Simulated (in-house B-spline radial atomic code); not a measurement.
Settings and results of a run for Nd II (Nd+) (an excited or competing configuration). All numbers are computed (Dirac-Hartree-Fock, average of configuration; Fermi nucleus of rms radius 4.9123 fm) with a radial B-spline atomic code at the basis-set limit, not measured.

Command:
```bash
python run_scf.py task.json out
```
Settings (nuclear radius in fm, mass in u):
```
Z                60
configuration    [Xe] 4f4 7p1
hamiltonian      dirac
method           hf
spin_polarised   False
nucleus          fermi
rms_radius       4.9123
atomic_mass      141.90773
speed_of_light   137.035999084
```

Output (hartree, bohr):
```
 radial grid: 81 intervals, B-splines of order 8, outer radius 60 bohr

 iter        energy (Eh)    residual
    1       -9609.066997    6.18e-01
    2       -9615.851862    5.25e-01
    3       -9624.247360    1.29e-01
    4       -9624.700561    4.35e-02
    5       -9624.739200    7.61e-03
    6       -9624.741706    6.76e-03
    7       -9624.742887    1.53e-03
    8       -9624.742931    6.22e-04
    9       -9624.742943    4.56e-05
   10       -9624.742943    3.08e-06
   11       -9624.742943    2.44e-07

 total energy                     -9624.74294
 kinetic                           10378.1183
 electron-nucleus                 -23501.1466
 electron-electron                  3498.2854

 first-order corrections (not in the total)
   Gaunt                             9.2766
   retardation                      -0.9701
   frequency dependence             -0.1127
   self-energy                       6.4154
   Uehling                          -0.9749
   Wichmann-Kroll                    0.0276
   recoil                            0.0244

 orbital      occ     eigenvalue          <r>       <r^2>       <1/r>     <1/r^2>       r_max    small
 1s1/2      2.000     -1610.7707     0.023625 0.000759702     66.0445     9770.91      0.0151  4.95e-02
 2s1/2      2.000      -264.9072     0.100376   0.0119527     15.6533     1203.81     0.08556  1.08e-02
 2p1/2      2.000      -249.9817    0.0843105  0.00877098      15.593     382.394     0.06516  1.08e-02
 2p3/2      4.000      -230.8103    0.0906804   0.0100157     14.0251     268.022     0.07057  1.02e-02
 3s1/2      2.000       -59.4918     0.264872    0.080301     5.68918      255.08      0.2433  3.39e-03
 3p1/2      2.000       -53.0976     0.254988    0.075579     5.59142     81.4477      0.2306  3.31e-03
 3p3/2      4.000       -49.1844     0.267153    0.082768     5.20197     57.9231      0.2421  3.13e-03
 3d3/2      4.000       -38.1939     0.238886     0.06723      5.0572     32.0374      0.1941  2.99e-03
 3d5/2      6.000       -37.3595     0.242711   0.0692626     4.95857     30.5377      0.1974  2.93e-03
 4s1/2      2.000       -12.8759     0.607411    0.415946     2.33648     58.2664      0.5651  1.02e-03
 4p1/2      2.000       -10.3842     0.624895    0.443742     2.22898     18.1556      0.5735  9.54e-04
 4p3/2      4.000        -9.5300     0.651309    0.481894     2.10689     13.1014      0.5974  8.97e-04
 4d3/2      4.000        -5.3726      0.70335    0.573667     1.87935     6.41717      0.6153  7.40e-04
 4d5/2      6.000        -5.2195     0.713413    0.590025     1.84702     6.11149      0.6236  7.23e-04
 5s1/2      2.000        -2.2020      1.49882     2.52332    0.875385      9.2413       1.336  2.01e-04
 5p1/2      2.000        -1.4503      1.67467     3.17214     0.77669     2.59967        1.46  1.62e-04
 5p3/2      4.000        -1.3304      1.75705     3.49122    0.734065     1.87103       1.529  1.48e-04
 4f5/2      1.714        -0.7162      1.02412     1.37756     1.29248      2.2213      0.6681  3.86e-04
 4f7/2      2.286        -0.7023      1.03598     1.41225     1.27954     2.17807      0.6736  3.79e-04
 7p1/2      0.333        -0.1432      10.1722     115.627    0.125971   0.0763108       10.09  6.33e-06
 7p3/2      0.667        -0.1402      10.4068     120.932    0.122817   0.0601001       10.34  6.07e-06
```

Time taken, with all properties: 2 s on 1 thread of Arm Neoverse V1 (shared host).

For the Dirac Hamiltonian the kinetic term is c α·p + (β - 1)c².
